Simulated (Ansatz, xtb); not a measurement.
Worked example: SiH4 + CH2I2 → SiH3I + CH3I

Species: SiH4 (silane) `[SiH4]`, singlet; CH2I2 `ICI`, singlet; SiH3I `[SiH3]I`, singlet; CH3I (methyl iodide) `CI`, singlet. The partners trade H for I: Si–H and C–I bonds give way to Si–I and C–H.

Shapes, held fixed at every level: PBE0-D4/def2-TZVP. Programs: Ansatz 0.2.0, xtb 6.7.1. The zero-point and thermal change to 298 K, harmonic and unscaled (PBE0-D4/def2-TZVP), is +8.6 kJ/mol.

At CCSD(T)/def2-TZVPP; 1 Eh = 2625.50 kJ/mol:

```
species  energy (Eh)
   SiH4  -291.435642
  CH2I2  -633.508921
  SiH3I  -588.021398
   CH3I  -336.975382
```

Q: Work out ΔH(298 K) of the reaction at this level.

A: 
1. Products less reactants: (-588.021398) + (-336.975382) − [(-291.435642) + (-633.508921)] = -0.052217 Eh = -137.1 kJ/mol.
2. With the thermal change: -137.1 + (+8.6) = -128.5 kJ/mol.

Other levels give -138.2 (BHLYP-D4/def2-TZVPP) to -128.9 kJ/mol (PBE-D4/def2-TZVPP). No measured value is set beside it here. For atoms past krypton def2 sets carry core potentials with scalar relativity. Correlated rows may include outer-core shells of I, which these sets cover unevenly.
